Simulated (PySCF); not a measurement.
C4H10BN, SMILES C=C(C)B(C)N.

Geometry optimised at TPSSh-D3(BJ)/def2-SVP. This is a generated structure with no PubChem entry under its InChIKey; it may be hypothetical. The values are those of a single conformer.

Vertical ionisation energy (IE) and electron affinity (EA) in eV. Rows of orbital energies are one-electron estimates. Where ΔSCF, EOM or ADC give a negative EA the extra electron is unbound and the value depends on the basis.

```csv
level,IE,EA
"−ε(HOMO), −ε(LUMO), ωB97X/def2-TZVP (PySCF)",9.37,-1.95
"−ε(HOMO), −ε(LUMO), PBE/def2-TZVP (PySCF)",5.91,1.21
```
